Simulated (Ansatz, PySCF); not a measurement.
Species: KO, charge 0, multiplicity 2. 
Structure (B3LYP-D3(BJ)/def2-TZVP (Ansatz, a program for electronic structure) minimum search):
```
K
O 1 2.2026
```
Charge 0, spin multiplicity 2.

Total electronic energies in hartree. Cores are frozen in the correlated levels unless marked. Open shells are spin-unrestricted. Spin-orbit coupling is left out. The frozen core is the preceding noble-gas configuration, with the filled d and f shells of earlier blocks. The outer core of K, Ca and their heavier congeners is not correlated, a term that matters for these elements. Non-relativistic. CBS(X,Y): correlation extrapolated as X^-3; Hartree-Fock from the larger set. [CCSD(T)-MP2]/basis is that difference in the basis named.

| level | program | energy (Eh) |
|---|---|---|
| HF/STO-3G | Ansatz | -666.86371 |
| HF/6-31G | Ansatz | -673.92256 |
| HF/6-31G* | Ansatz | -673.93554 |
| HF/def2-TZVPPD | Ansatz | -674.00329 |
| BLYP/def2-TZVPD | Ansatz | -675.10151 |
| TPSS/def2-TZVPD | PySCF | -675.13446 |
| TPSS-D3(BJ)/def2-TZVPD | PySCF + dftd3 | -675.13506 |
| PBE0-D4/def2-TZVPD | Ansatz + dftd4 | -674.85676 |
| BHLYP-D4/def2-TZVPD | Ansatz + dftd4 | -675.08781 |
| TPSSh-D4/def2-TZVPD | PySCF + dftd4 | -675.12195 |
| PW6B95-D4/def2-TZVPD | PySCF + dftd4 | -675.61484 |
| MN15-D3(BJ)/def2-TZVPD | PySCF + dftd3 | ? |
| HSE06-D4/def2-TZVPD | Ansatz + dftd4 | -674.84489 |
| HSE06/def2-TZVPD | Ansatz | -674.84443 |
| RPA@PBE/def2-QZVPP | Ansatz | -674.37226 |
| MP2/6-31G | Ansatz | -674.01737 |
| MP2/CBS(def2-TZVPPD,def2-QZVPPD) | Ansatz | -674.2585 |
| RI-MP2/def2-TZVPPD | Ansatz | -674.21139 |
| SCS-MP2/def2-TZVPP | Ansatz | -674.20337 |
| SCS-MP2/def2-QZVPP | Ansatz | -674.24273 |
| CCSD(T)/def2-QZVPP | Ansatz | -674.25980 |
| RI-MP2/CBS(def2-TZVPPD,def2-QZVPPD)+[CCSD(T)-MP2]/def2-TZVPPD | Ansatz | -674.2749 |
| CCSD(T)/CBS(def2-TZVPPD,def2-QZVPPD) | Ansatz | -674.2732 |

Task: What belongs in the gaps?

Result: 
- MN15-D3(BJ)/def2-TZVPD, energy (Eh): -674.95445
